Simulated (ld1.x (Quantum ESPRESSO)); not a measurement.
## iodine: one change to a TM potential, before and after

* Element: iodine (I)
* Generator: ld1.x (Quantum ESPRESSO) 7.5
* Type: norm-conserving Troullier–Martins (Kleinman–Bylander form)
* Functional: LDA (PZ)
* Relativity: scalar-relativistic
* Frozen core: [Kr]
* Valence charge: 17
* Reference configuration: 4d10 5s2 5p3 (charge +2)
* Partial waves: 5s (bound): rc 1.45 bohr; 5p (bound): rc 1.85 bohr; 4d (bound): rc 1.15 bohr
* Local potential: the d channel
* Core correction: Bessel-smoothed model core inside 0.70 bohr

Change: fully relativistic.

Cutoffs: the cutoffs (Ry, on a coarse ladder) from which the occupation-weighted sum of valence levels, in a spherical-Bessel basis at the reference potential, stays within 10 and 1 mRy of its value at 400 Ry; they do not see the model core or the augmentation charge, which bear on the density cutoff. Errors are all-electron minus pseudo energies relative to the spin-unpolarised reference configuration.

How do hardness, ghosts and transferability respond?

The potential gets neither clearly harder nor softer (120 Ry and 200 Ry → 120 Ry and 200 Ry); both files keep a bound ghost (p, s); the miss of the reference levels goes from 0.00 to 1.05 eV; the number of tests with a reliable result goes from 9 to 7; of the 7 tests that both files solve, the error grows in 2 and shrinks in 4 by more than 15 % and 0.3 meV (median size 14.1 → 6.7 meV). In the changed file the local d channel has no projectors, so it cannot carry the spin–orbit splitting, and the file is wrong for that shell.

| quantity | base | changed |
| --- | --- | --- |
| cutoff, loose | 120 Ry | 120 Ry |
| cutoff, tight | 200 Ry | 200 Ry |
| bound ghosts | s, p | s, p3/2, p1/2 |
| largest miss of a reference level, eV | 0.00 | 1.05 |
| error for 4d10 5s2 5p5, meV [ΔE -31.37 → -31.43 eV] | +19 | +10 |
| error for 4d10 5s2 5p4, meV [ΔE -20.06 → -20.09 eV] | +9.0 | +3.4 |
| error for 4d10 5s2 5p2, meV [ΔE 29.61 → 29.65 eV] | -3.0 | +5.3 |
| error for 4d10 5s2 5p4.5, meV [ΔE -26.75 → -26.80 eV] | +14 | +6.7 |
| error for 4d10 5s1 5p5, meV [ΔE -9.00 → -9.07 eV] | +1.0 | -4.2 |
| error for 4d10 5s2 5p5.3, meV [ΔE -33.20 → -33.27 eV] | +21 | +12 |
| error for 4d9 5s2 5p6, meV [ΔE 14.41 → 14.27 eV] | -545 | -526 |
| s: phases at 2.01 bohr within 0.05 rad from the reference energy up to (Ry; the scan ends near 5) | 1.3 | 1.3 |

 A true bound ghost makes a file unfit for plane-wave use even where its test errors are small: the radial tests pick states by their node count and pass the ghost by.
